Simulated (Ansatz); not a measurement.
Reaction (atomization): `O=[C](S)[SbH2]` → C• + 3 H• + O• + S• + Sb•

Computed with Ansatz on PBE0-D4/def2-TZVP structures; ΔE is electronic, products minus reactants. CBS: MP2 limit from def2 TZ/QZ plus the TZ coupled-cluster correction, frozen cores. This one scheme is used for every species, atoms too. DFT in def2-TZVPP. No spin–orbit coupling; open shells (•) take unrestricted orbitals. Spin–orbit coupling would lower the free atoms: a little for C, O, S. Elements past krypton have def2 core potentials. For Sb outer-core shells are correlated without core-valence functions, so the limit isn't a true one: a few kJ/mol of doubt a bond, and 10 to 20 or more in all where bonds break to atoms. Each species was taken in one conformer, which may not be the lowest.

Task: What is ΔE at CCSD(T)/CBS? (Estimate.)

Result: Ansatz gave: +22.76 eV.

Task: What do these levels give: PBE-D4, r2SCAN0-D4, revPBE, BLYP, LC-ωPBE, MP2/def2-SVP? (Best estimate.)

Result: The calculation gave: PBE-D4 23.86, r2SCAN0-D4 22.06, revPBE 22.58, BLYP 22.92, LC-ωPBE 22.23, MP2/def2-SVP 20.92 eV.

Largest T1 diagnostic among the species: 0.017.

In def2-TZVPP, CCSD(T) changes the Hartree–Fock value by +8.07 eV (the triples alone add +0.68 eV) and MP2 by +8.43 eV; breaking electron pairs costs correlation energy, which Hartree–Fock lacks. At CCSD(T), def2-SVP lies −2.11 eV from the extrapolated value and def2-TZVPP −0.87 eV: correlation converges slowly with the basis, and small sets miss more of it in the bonded molecule than in its fragments.

For atomizations the MP2-based limit and the directly extrapolated one differ by several kJ/mol either way, and by 10 to 25 for some Ge, Se and Sn compounds, so smaller differences from it don't rank the levels.
